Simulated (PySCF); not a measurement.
# One reaction down a group: N, P, As

The same gas-phase reaction for N, P, As:
- InH + 2 NH3 → InH3 + 2 NH2
- InH + 2 PH3 → InH3 + 2 PH2
- InH + 2 AsH3 → InH3 + 2 AsH2

Computed with PySCF and rigid-rotor harmonic-oscillator thermochemistry at 1 bar. † marks an energy on the PBE0/def2-TZVP geometry and frequencies. MP2 and CCSD(T) freeze the core. Open shells (unrestricted): NH2 (multiplicity 2), PH2 (multiplicity 2), AsH2 (multiplicity 2); the rest are closed-shell singlets. In: scalar-relativistic def2 core potential, no spin-orbit coupling. As: all electrons, no relativistic terms. InH, InH3, PH2, AsH2: computed as isolated molecules; such fragments, hydroxides, amides, oligomers or adducts are transient or little studied in the gas. MP2 isn't extrapolated to the basis-set limit. CCSD(T) isn't extrapolated to the basis-set limit. The harmonic model lacks anharmonicity and excited electronic states, which grow with temperature; levels with a mode under 35 cm⁻¹ are left out.

ΔH°(298 K) in kJ, by level:

| level | N | P | As |
|---|---|---|---|
| ωB97M-V/def2-TZVP† | 442.3 | 246.8 | 172.1 |
| MP2/def2-TZVPP† | 481.0 | 250.5 | 191.2 |
| PBE0/def2-QZVP† | 441.3 | 235.3 | 175.7 |
| CCSD(T)/def2-SVP† | 422.0 | 229.1 | 175.4 |
| LDA/def2-TZVP† | 519.1 | 271.6 | 215.5 |
| PBE0/def2-SVP† | 436.9 | 238.1 | 184.8 |

At ωB97M-V/def2-TZVP†, ΔH° falls from N to As, over a range of 270.2 kJ; the steps are -195.5, -74.7 kJ. 6 of the 6 levels shown give the same order. The levels scatter most for N (97.1 kJ between the highest and the lowest) and least for P (42.5 kJ). ΔS°(298 K) runs from 25.9 to 26.3 J/K, so TΔS° at 298 K spreads over 0.1 kJ among the members, against 270.2 kJ for ΔH°.

Free energies at ωB97M-V/def2-TZVP†:

| member | ΔS°(298 K), J/K | ΔG°(298 K), kJ | ΔG°(2000 K), kJ | ΔG° changes sign |
|---|---|---|---|---|
| N | 25.9 | 435 | 364 | none from 298 to 2500 K |
| P | 26.3 | 239 | 180 | none from 298 to 2500 K |
| As | 26.2 | 164 | 110 | none from 298 to 2500 K |

The NASA 1993 table holds none of these reactions whole; the comparison is among the levels.
